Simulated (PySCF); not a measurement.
## Worked example: chemical shift, span and skew from a shielding tensor

C2H5ClFNSi, SMILES N[Si@H](Cl)/C=C/F. Atoms are numbered in the order given.

```xyz
11

N     -2.1774     0.5025    -0.8041
Si    -0.7987    -0.4676    -0.4947
Cl    -0.5856    -1.0383     1.5084
C      0.7231     0.4935    -0.9274
C      1.7275     0.6907    -0.0750
F      2.8173     1.3892    -0.3940
H     -3.1058     0.0931    -0.8120
H     -2.2005     1.4676    -0.4904
H     -0.9583    -1.7336    -1.2496
H      0.8197     0.9325    -1.9281
H      1.7648     0.3127     0.9529
```

Geometry optimised at ωB97X-D3(BJ)/def2-SVP. The structure was generated by enumeration; whether it is a known compound was not checked. One conformer was computed; it need not be the lowest.

GIAO shieldings from PBE0/pcSseg-1 run with PySCF, non-relativistic, no solvent. The symmetric part of the tensor of Si2 has the principal values 327.5, 369.2, 401.2 ppm. The same nucleus in TMS has σ = 352.7 ppm at this level (PySCF, at its B3LYP-D3(BJ)/def2-TZVP geometry). Without spin–orbit terms, shifts of atoms bonded to Cl or Br come out too high.

### Question
Work out the isotropic shielding, the ²⁹Si shift against TMS, the span and the skew.

### Answer

σ(iso) = (σ11 + σ22 + σ33)/3 = 366.0 ppm. δ = σ(ref) − σ(iso) = 352.7 − (366.0) = -13.3 ppm.
Span Ω = σ33 − σ11 = 73.7 ppm. Skew κ = 3(σ(iso) − σ22)/Ω = -0.13. Tumbling in solution averages the tensor to δ; in a static solid the shielding alone would spread this spin-1/2 line over Ω.
